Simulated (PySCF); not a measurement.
A structure optimised at B3LYP-D3(BJ)/def2-TZVPD, used in a PySCF frequency run:

```
Mg
Cl 1 2.2232
```
Charge 0, spin multiplicity 2.

Write its SMILES, formula and point group.

[Mg][Cl], ClMg, C∞v

What are its rotational constants (standard atomic weights)?

7.0914 GHz (linear rotor, B only)
